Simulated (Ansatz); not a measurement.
```yaml
crystal:
  periodic: [false, false, false]
  atoms:
    - {symbol: La, position_ang: [0.147022, 1.450525, -0.458210]}
    - {symbol: La, position_ang: [-0.077906, -1.704010, 0.353262]}
    - {symbol: O, position_ang: [-0.752976, 0.562332, 1.185687]}
    - {symbol: O, position_ang: [0.878662, -0.250317, -0.855186]}
basis:
  gaussian: {orbitals: def2-mTZVPP, point_charges: [{charge: 2.00, position_ang: [5.674, 0.300, -0.412]}]}
hamiltonian: {xc: {name: B97}}
scf: {omitted_lower_state_checks: [starts]}
```

```sh
$ ansatz run in.yaml --threads 4 --pin off --events-out ev --progress --plain --max-ram 3916MiB
```

It prints (some lines left out):

```
Functional definition: B97
940 factors; their error is unknown
mean field evaluation 1: about -5788.2360 eV, gradient 1.2e2 eV
mean field evaluation 2: about -5230.3521 eV, gradient 3.4e2 eV
mean field evaluation 4: about -5798.9563 eV, gradient 7.4e1 eV
mean field evaluation 8: about -5816.6140 eV, gradient 2.7e0 eV
mean field evaluation 16: about -5816.6512 eV, gradient 7.3e-4 eV
mean field -5816.65122422 eV, -213.7579898223 hartree, gradient 2.0e-5 eV, S^2 0.000000; 0 other end points of the search recorded, 0 dependent functions left out
reference -5816.65124451 eV, -213.7579905678 hartree; 19, 19 occupied and 95, 95 virtual orbitals, 940 factors
Total energy: -5816.65124451 eV, -213.7579905678 hartree
Checks for a lower state left out: starts
```

It took 1.8 s on 4 threads of AMD EPYC 9B45 on a shared host.

In the def2 sets La takes a core potential; there is no spin–orbit coupling. The restricted singlet is unstable towards broken spin symmetry at other levels; at RKS B97/def2-mTZVPP this wasn't settled.
